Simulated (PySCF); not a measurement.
C2H5BO3. Atoms are numbered in the order given.

```xyz
11

O      2.1381    -0.1047     0.3515
B      0.8013    -0.0309     0.1169
C     -0.0804     1.2543    -0.1847
O     -1.4099     0.7186    -0.0141
C     -1.3373    -0.6553    -0.2761
O     -0.0350    -1.1268     0.0930
H      2.4287    -1.0258     0.4873
H      0.0734     1.6493    -1.2215
H      0.0509     2.1058     0.5128
H     -2.1137    -1.1788     0.3220
H     -1.4858    -0.8876    -1.3636
```
Charge 0, spin multiplicity 1.

Coordinates come from a PBE-D3(BJ)/def2-SVP optimisation. The structure was generated by enumeration, and PubChem lists no compound with its InChIKey, so it may never have been made. One conformer was computed; it need not be the lowest.

Computed with PBE/pcSseg-1 (PySCF).

GIAO shieldings, no solvent; atoms listed in one row are averaged. δ = σ(ref) − σ: ¹⁷O against H2O (σ = 334.3 ppm); ¹¹B against BF3 (σ = 83.9 ppm); ¹³C against TMS (σ = 182.0 ppm); ¹H against TMS (σ = 31.49 ppm), references at their B3LYP-D3(BJ)/def2-TZVP geometries, non-relativistic.

```csv
nucleus,atoms,count,δ (ppm)
¹⁷O,O6,1,207.6
¹⁷O,O1,1,113.4
¹⁷O,O4,1,86.0
¹¹B,B2,1,22.0
¹³C,C5,1,109.3
¹³C,C3,1,62.8
¹H,"H10, H11",2,5.97
¹H,H7,1,4.79
¹H,H9,1,4.17
¹H,H8,1,3.98
```
